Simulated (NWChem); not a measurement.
C$_{3}$H$_{4}$ClFSi; SMILES C#C[Si@](C)(F)Cl

```xyz
10

C      0.9600    -2.7041     0.1194
C      0.4491    -1.6070     0.0260
Si    -0.3482     0.0211    -0.0686
C     -1.6822     0.2579     1.2035
F     -0.9681     0.1857    -1.5465
Cl     1.1014     1.4824     0.1476
H      1.4162    -3.6673     0.1916
H     -1.2727     0.1725     2.2156
H     -2.1422     1.2466     1.1019
H     -2.4627    -0.5016     1.0826
```
Atoms are numbered in this order, from 1.

Results from NWChem. Pople sets run with spherical d functions. Geometry: optimised at B3LYP/6-31G* (spherical d). Isolated, static molecule.

GIAO at B3LYP/6-31G*: principal shieldings of C2 are 30.3, 33.3, 291.0 ppm; an isolated tetramethylsilane molecule has σ = 190.2 ppm at the same levels.

### Question
Find the isotropic 13C shift, its principal values, the span and the skew.

### Answer

1. σ(iso) = one third of the sum = 118.2 ppm.
2. δ = σ(reference) − σ = 72.0 ppm against tetramethylsilane.
3. δ11, δ22, δ33 = 159.9, 156.9, -100.8 ppm.
4. Span Ω = δ11 − δ33 = 260.7 ppm; skew κ = 3(δ22 − δ(iso))/Ω = 0.98.
